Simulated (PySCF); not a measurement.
FGeH6NSi. Atoms are numbered in the order given.

```xyz
10

Si     1.7212    -0.4471     0.1221
F      2.1326    -0.7024    -1.4384
N      0.3979     0.6334     0.2973
Ge    -1.4146     0.2428     0.2136
H      2.9221     0.1385     0.7709
H      1.3334    -1.7688     0.6717
H      0.6174     1.6273     0.2753
H     -2.0231     0.7092    -1.1268
H     -2.1344     0.9572     1.3762
H     -1.5228    -1.2850     0.3525
```

Coordinates come from a B3LYP-D3(BJ)/def2-SVP optimisation. This is a generated structure with no PubChem entry under its InChIKey; it may be hypothetical. Other conformers were not sampled.

These are B3LYP/pcSseg-1 (PySCF) values and carry that method's errors.

GIAO shieldings, no solvent; atoms listed in one row are averaged. δ = σ(ref) − σ: ²⁹Si against TMS (σ = 338.7 ppm); ¹⁹F against CFCl3 (σ = 161.7 ppm); ¹⁵N against NH3 (σ = 265.5 ppm); ⁷³Ge against GeH4 (σ = 1631.8 ppm); ¹H against TMS (σ = 31.68 ppm), references at their B3LYP-D3(BJ)/def2-TZVP geometries, non-relativistic.

Computed chemical shifts:
```json
[
 {"nucleus": "²⁹Si", "atoms": "Si1", "count": "1", "δ (ppm)": "-22.9"},
 {"nucleus": "¹⁹F", "atoms": "F2", "count": "1", "δ (ppm)": "-162.0"},
 {"nucleus": "¹⁵N", "atoms": "N3", "count": "1", "δ (ppm)": "37.5"},
 {"nucleus": "⁷³Ge", "atoms": "Ge4", "count": "1", "δ (ppm)": "195.0"},
 {"nucleus": "¹H", "atoms": "H8, H9, H10", "count": "3", "δ (ppm)": "5.13"},
 {"nucleus": "¹H", "atoms": "H5", "count": "1", "δ (ppm)": "5.12"},
 {"nucleus": "¹H", "atoms": "H6", "count": "1", "δ (ppm)": "4.87"},
 {"nucleus": "¹H", "atoms": "H7", "count": "1", "δ (ppm)": "0.93"}
]
```
